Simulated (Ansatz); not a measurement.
Cost and result for the atomization energy of `N[Si@H](F)O[Si@H](N)F` (13 atoms, 12 bonds).

```json
{"atom": "N1", "x (Å)": "0.310", "y (Å)": "-0.941", "z (Å)": "1.608"}
{"atom": "Si2", "x (Å)": "-1.192", "y (Å)": "-0.750", "z (Å)": "0.818"}
{"atom": "F3", "x (Å)": "-1.422", "y (Å)": "-2.114", "z (Å)": "0.031"}
{"atom": "O4", "x (Å)": "-1.100", "y (Å)": "0.509", "z (Å)": "-0.194"}
{"atom": "Si5", "x (Å)": "-0.042", "y (Å)": "1.244", "z (Å)": "-1.196"}
{"atom": "N6", "x (Å)": "1.338", "y (Å)": "0.281", "z (Å)": "-1.322"}
{"atom": "F7", "x (Å)": "0.231", "y (Å)": "2.680", "z (Å)": "-0.551"}
{"atom": "H8", "x (Å)": "0.537", "y (Å)": "-1.838", "z (Å)": "2.009"}
{"atom": "H9", "x (Å)": "0.667", "y (Å)": "-0.193", "z (Å)": "2.183"}
{"atom": "H10", "x (Å)": "-2.382", "y (Å)": "-0.545", "z (Å)": "1.663"}
{"atom": "H11", "x (Å)": "-0.642", "y (Å)": "1.515", "z (Å)": "-2.512"}
{"atom": "H12", "x (Å)": "2.074", "y (Å)": "0.454", "z (Å)": "-1.985"}
{"atom": "H13", "x (Å)": "1.623", "y (Å)": "-0.303", "z (Å)": "-0.551"}
```

Charge 0, multiplicity 1. Geometry: relaxed with PBE0-D4/def2-TZVP. It is one conformer, not always the lowest. Program: Ansatz. All runs use 2 threads of an AMD EPYC 7R13 on a shared host and a share of an NVIDIA H100 80 GB. Times are those of one run each, without the atoms' runs, and a repeat can differ threefold. Electronic energies, without spin–orbit coupling; frozen cores. CCSD(T)/CBS adds CCSD(T) − MP2 in def2-TZVPP to the MP2 limit, and its time is that of the two runs behind it. T1 = 0.011. B3LYP takes the VWN-RPA correlation (the form of Gaussian; ORCA's B3LYP/G).

CCSD(T)/CBS is a level of theory with its own doubt, some kJ/mol a heavy atom from the limit and from the frozen cores, so smaller differences don't rank the functionals.

```
                             level  functions  wall time
 B3LYP-D4/def2-TZVPP (with forces)        323      4.4 s
                 B2PLYP/def2-TZVPP        323      4.7 s
                PBE0-D4/def2-TZVPP        323      4.9 s
  ωB97M-V/def2-TZVPP (with forces)        323        5 s
r2SCAN-D4/def2-TZVPP (with forces)        323        5 s
   PBE-D4/def2-TZVPP (with forces)        323      5.5 s
                    MP2/def2-QZVPP        605        6 s
                ωB97X-V/def2-TZVPP        323        8 s
                CCSD(T)/def2-TZVPP        323      9.6 s
                 CCSD(T)/CBS(def2)          –       16 s
```

What atomization energy does each give, and how far from CCSD(T)/CBS? (Best estimate.)

Computed: 
| level | atomization (kJ/mol) | difference from CCSD(T)/CBS | per bond |
| --- | --- | --- | --- |
| B3LYP-D4/def2-TZVPP (with forces) | 5124.5 | -37.2 | -3.1 |
| B2PLYP/def2-TZVPP | 5080.7 | -81.0 | -6.8 |
| PBE0-D4/def2-TZVPP | 5067.7 | -94.0 | -7.8 |
| ωB97M-V/def2-TZVPP (with forces) | 5156.7 | -5.0 | -0.4 |
| r2SCAN-D4/def2-TZVPP (with forces) | 5116.3 | -45.4 | -3.8 |
| PBE-D4/def2-TZVPP (with forces) | 5174.5 | 12.8 | 1.1 |
| MP2/def2-QZVPP | 5223.5 | 61.8 | 5.2 |
| ωB97X-V/def2-TZVPP | 5157.8 | -3.9 | -0.3 |
| CCSD(T)/def2-TZVPP | 4985.0 | -176.7 | -14.7 |
| CCSD(T)/CBS(def2) | 5161.7 | 0.0 | 0.0 |

From PBE to PBE0 (25 % exact exchange), in def2-TZVPP and without D4, the atomization energy moves by −102.1 kJ/mol: exact exchange takes away binding that semilocal exchange gives to molecules. The D4 term adds +52.3 kJ/mol with B3LYP and +27.8 kJ/mol with PBE0; it sums over pairs of atoms, weighted by their polarisabilities, and B3LYP, whose exchange is more repulsive, gets the larger term. In def2-TZVPP, CCSD(T) changes the Hartree–Fock value by +1317.6 kJ/mol (the triples alone add +73.7 kJ/mol) and MP2 by +1447.8 kJ/mol; breaking electron pairs costs correlation energy, which Hartree–Fock lacks.
